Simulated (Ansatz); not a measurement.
`OB(O)BS` + H₂ → `OBBS` + H₂O  (hydrogenolysis of a B–O bond)

Calculated with Ansatz (gas phase, PBE0-D4/def2-TZVP geometries, no zero-point term in ΔE). CBS: MP2 limit from def2 TZ/QZ plus the TZ coupled-cluster correction, frozen cores. This one scheme is used for every species. DFT in def2-TZVPP. One conformer a species, not always the lowest.

Question: Is it downhill or uphill in electronic energy at CCSD(T)/CBS, and by how much? (An estimate is asked.)

Answer: Computed: Uphill: ΔE = +28.9 kcal/mol.

Question: What do these levels give: ωB97M-V, B2PLYP, BHLYP, CAM-B3LYP, LC-ωPBE, CCSD/CBS(def2)? (An estimate is asked.)

Answer: Ansatz gave: ωB97M-V 30.0, B2PLYP 29.3, BHLYP 28.2, CAM-B3LYP 29.4, LC-ωPBE 28.4, CCSD/CBS(def2) 27.8 kcal/mol.

Largest T1 diagnostic among the species: 0.016.

Leaving LDA and LC-ωPBE aside and taking each functional with its dispersion term where it has one, the values, not all of them listed here, spread over 2.4 kcal/mol, from HSE06-D4 to r2SCAN-D4. LDA lies +4.0 kcal/mol from PBE without D4. The D4 term adds +1.3 kcal/mol with B3LYP and +0.7 kcal/mol with PBE0; it sums over pairs of atoms, weighted by their polarisabilities, and B3LYP, whose exchange is more repulsive, gets the larger term.

B3LYP here is the variant with VWN-RPA as its local correlation; programs differ in this.
